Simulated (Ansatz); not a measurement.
Ga3As4⁻ (the lowest singlet isomer of a short search), 7 atoms. Hardware: 4 threads of Intel Xeon on a shared host.

Correlated methods freeze 63 core orbitals; core or outer-core shells of Ga, As are correlated, in sets that lack core-valence functions.

Task: How many basis functions does each of these Ansatz runs have, and roughly what does it cost? MP2/def2-SVPD, charge -1 triplet, energy, from earlier orbitals; r2SCAN-D4/def2-SVP, charge -1 quintet, energy, from earlier orbitals; MP2/def2-SVPD, charge -1 quintet, energy, from earlier orbitals; PBE-D4/def2-SVPD, charge -1 singlet, energy, from earlier orbitals; PBE0-D4/def2-SVP, charge -1 triplet, relaxation, 15 steps; RPA@PBE/def2-SVPD, charge -1 singlet, energy, from earlier orbitals; MP2/def2-SVPD, charge -1 singlet, energy, from earlier orbitals; LDA (SPW92)/def2-SVP, charge -1 quintet, energy, from earlier orbitals; r2SCAN-D4/def2-SVP, charge -1 triplet, energy, from earlier orbitals; LDA (SPW92)/def2-SVP, charge -1 triplet, energy, from earlier orbitals; BLYP-D4/def2-SVP, charge -1 triplet, energy, from earlier orbitals; PBE-D4/def2-TZVPD, charge -1 singlet, energy, from earlier orbitals.

Result: Other jobs shared the machine, so times can vary by a factor of up to 3. A dash marks memory too small to be measured apart from the calling script's.

| run | functions | fitting or Cholesky vectors | wall time | peak host memory (GiB) |
| --- | --- | --- | --- | --- |
| LDA (SPW92)/def2-SVP, charge -1 triplet, energy, from earlier orbitals | 224 | 2517 | 9.5 s | – |
| PBE-D4/def2-SVPD, charge -1 singlet, energy, from earlier orbitals | 266 | 2845 | 10 s | 0.77 |
| LDA (SPW92)/def2-SVP, charge -1 quintet, energy, from earlier orbitals | 224 | 2517 | 10 s | – |
| BLYP-D4/def2-SVP, charge -1 triplet, energy, from earlier orbitals | 224 | 2517 | 16 s | – |
| PBE-D4/def2-TZVPD, charge -1 singlet, energy, from earlier orbitals | 378 | 2756 | 22 s | 1.4 |
| RPA@PBE/def2-SVPD, charge -1 singlet, energy, from earlier orbitals | 266 | 2531 | 37 s | 1.1 |
| MP2/def2-SVPD, charge -1 singlet, energy, from earlier orbitals | 266 | 2531 | 44 s | 1.6 |
| r2SCAN-D4/def2-SVP, charge -1 triplet, energy, from earlier orbitals | 224 | 2517 | 46 s | – |
| r2SCAN-D4/def2-SVP, charge -1 quintet, energy, from earlier orbitals | 224 | 2517 | 46 s | – |
| MP2/def2-SVPD, charge -1 quintet, energy, from earlier orbitals | 266 | 2531 | 1.7 min | 1.9 |
| MP2/def2-SVPD, charge -1 triplet, energy, from earlier orbitals | 266 | 2531 | 1.8 min | 2.2 |
| PBE0-D4/def2-SVP, charge -1 triplet, relaxation, 15 steps | 224 | 2301 | 11 min | 2 |
